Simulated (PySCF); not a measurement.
C₃H₃, SMILES [C]#CC, multiplicity 2. Atoms are numbered in the order given.

```xyz
6

C      0.0503    -1.5739     0.0000
C     -0.1062    -0.3138     0.0000
C      0.0170     1.1332     0.0000
H      1.0852     1.3816     0.0000
H     -0.4259     1.5726     0.8965
H     -0.4259     1.5726    -0.8965
```
Charge 0, spin multiplicity 2.

Geometry: ωB97X-D3(BJ)/def2-TZVP. The isomer is the one that the SMILES or the coordinates give; other isomers of the formula were not compared.

Level of theory: PBE/pcH-1 (PySCF).

Unrestricted Kohn–Sham, ⟨S²⟩ = 0.757. Hyperfine tensors hold the contact and dipolar terms, without spin-orbit corrections.

Computed hyperfine couplings:
```
nucleus    A(iso) (MHz)  A(iso) (G)  dipolar principal values (MHz)
---------  ------------  ----------  ------------------------------
13C no. 1         509.5       181.8             -64.1, -47.3, 111.4
13C no. 2          78.2        27.9              -39.9, -20.8, 60.7
13C no. 3          -0.7        -0.3                 -3.8, -2.4, 6.1
1H no. 4           50.7        18.1                 -4.1, -3.3, 7.4
1H no. 5           14.0         5.0                 -3.3, -0.7, 4.1
1H no. 6           14.0         5.0                 -3.3, -0.7, 4.1
```

Task: And the g tensor (effective nuclear charges for spin-orbit coupling, GIAO)? (Estimate from the structure and the level; the computed values follow.)

Result: principal values 2.0018, 2.0030, 2.0084; isotropic 2.0044.
